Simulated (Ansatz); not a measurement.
System: C2H6BrSi (charge 0, doublet). It need not be the lowest isomer of its formula. 
Geometry from a B3LYP-D3(BJ)/def2-TZVP (Ansatz, an electronic-structure program) optimisation:
```xyz
10

Si     0.2268     0.0557    -1.0185
C     -1.0187    -1.1603    -1.7246
C     -0.2544     1.8329    -1.3906
Br     0.2675    -0.2053     1.2275
H     -0.7569    -2.1869    -1.4696
H     -1.0552    -1.0697    -2.8125
H     -2.0142    -0.9478    -1.3246
H     -0.2718     1.9980    -2.4702
H      0.4487     2.5347    -0.9428
H     -1.2513     2.0401    -0.9912
```
Charge 0, spin multiplicity 2.

Basis-set convergence of Hartree-Fock and MP2 correlation energies (hartree) with Ansatz. Cores are frozen in the correlated levels unless marked. Open shells are spin-unrestricted. Spin-orbit coupling is left out. The frozen core is the preceding noble-gas configuration, with the filled d and f shells of earlier blocks. Non-relativistic.

| basis | functions | E(HF) | E(corr, MP2) |
|---|---|---|---|
| def2-SVP | 108 | -2940.14927 | -0.48875 |
| def2-TZVPP | 236 | ___ | ___ |

Q: What belongs in the gaps?

A: 
- def2-TZVPP, E(HF): -2940.65770
- def2-TZVPP, E(corr, MP2): -0.61748
